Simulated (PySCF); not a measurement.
## Electric field gradients and quadrupole coupling constants

C₄H₆Cl₂SSi₂.
Z-matrix (Å and degrees, GFN2-xTB geometry), rows numbered from 1:
```
Cl
Si  1  2.0200
Si  2  2.3255  1  109.18
Cl  3  2.0301  2  109.53  1   176.68
C   3  1.8770  2  112.08  1   -65.96
C   5  1.3665  3  129.71  2  -111.37
C   6  1.4094  5  113.76  3   177.94
C   7  1.3582  6  112.37  5    -0.24
S   8  1.7159  7  112.10  6     0.04
H   2  1.4657  1  106.57  3  -123.40
H   2  1.4643  1  106.94  3   122.50
H   3  1.4698  2  115.50  1    56.97
H   6  1.0755  5  122.56  3    -2.40
H   7  1.0753  6  123.84  5   179.68
H   8  1.0722  7  128.47  6   179.98
```

Field gradients from the PBE0/pcSseg-1 density (PySCF, non-relativistic), principal values in atomic units, ordered |Vxx| ≤ |Vyy| ≤ |Vzz|:

```tsv
atom	Vxx	Vyy	Vzz
Cl1	-1.0488	-1.1570	2.2058
Cl4	-1.0395	-1.1304	2.1699
S9	-0.4534	-1.4039	1.8573
```

Problem. Find the asymmetry η = (Vxx − Vyy)/Vzz and the couplings χ = eQV/h (234.96 MHz × Q in barn × V in au), with Q(35Cl) = −0.0817 b, Q(33S) = −0.0678 b.

Solution. 
```tsv
atom	environment	nucleus	η	χzz (MHz)	χxx (MHz)	χyy (MHz)
Cl1	silicon-bound chlorine	35Cl	0.05	-42.34	20.13	22.21
Cl4	silicon-bound chlorine	35Cl	0.04	-41.65	19.95	21.70
S9	thiophene-type sulfur	33S	0.51	-29.59	7.22	22.37
```

The gradient is axial or nearly so (η below 0.05) at Cl4. 

Problem. What is Vzz at Cl4 in SI units (1 au = 9.71736 × 10²¹ V/m²)?

Solution. 2.1699 au = 21.086 × 10²¹ V/m².

Were the hydrogens deuterons (Q(2H) = 0.00286 b), χzz would run from 104 kHz (H12) to 232 kHz (H15).

One conformer (not necessarily the lowest) at the GFN2-xTB geometry, without solvent, vibrations or thermal averaging. GFN2-xTB bond lengths can be off by several hundredths of an ångström, more for odd bonds, and the gradients follow them. A larger basis could move these couplings by a tenth or more.

These values come from a run that also computed NMR shieldings. On Intel Xeon at 2.50 GHz, one thread, shared host with 64 logical CPUs at a one-minute load of 58, this took 2.3 min wall, 2.0 min CPU and 0.99 GiB of memory at its peak.
